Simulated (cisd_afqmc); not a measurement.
Input (AFQMC/CISD/cc-pVDZ; cisd_afqmc is a phaseless AFQMC code with CISD trial states that reads the integrals written by Ansatz):

Ansatz 0.2 input:
```python
import cisd_afqmc

open("ham.yaml", "w").write("""\
crystal:
  periodic: [false, false, false]
  atoms:
    - {symbol: Se, position_ang: [0.00000000, 0.00000000, 0.00000000]}
basis:
  gaussian:
    orbitals: cc-pVDZ
magnetization: {spin_polarized: true, initial_magnetization: 2}
correlation: {method: ccsd, electrons: outside_noble_gas, hamiltonian_folder: ham}
scf: {lower_state_search: full}
""")
rep = cisd_afqmc.ansatz("ham.yaml")
e_ccsd = rep["correlation"]["coupled_cluster"]["energy"]["hartree"]
out = cisd_afqmc.run("ham", e_ccsd, trial="CISD", walkers=2000, populations=1, threads=12, dt=0.005, steps=40, early=24, settle=10, least=100,
    cut=5e-5, rank_cut=2e-4, target=0.0004, seconds=1000, seed=4, memory=62639, gpu=True)
```

Output:

```
orbitals 13, occupied [4, 2], factors 50 of 193, rank of the doubles 52 of 58
E(HF) = -2399.797130
E(CCSD) on the cut factors = -2399.884250, shift to the whole factors 0.000011
Energy of the trial state on the determinant = -2399.884134
  tau behind 7.2 of longer steps, mean of the populations' last blocks
   2.0  -2399.88542
   4.0  -2399.88549
   6.0  -2399.88584
   8.0  -2399.88537
  10.0  -2399.88576
  12.0  -2399.88503
  14.0  -2399.88544
  16.0  -2399.88582
  18.0  -2399.88429
  20.0  -2399.88458
  22.0  -2399.88540
blocks 94 (6 outliers left out), error by blocks joined: 1: 0.00009, 2: 0.00009, 4: 0.00008
E(AFQMC/CISD) = -2399.88530 +/- 0.00009
```

The error still grows at the longest joins of blocks, or few joins were possible, so the printed bar may be too narrow.
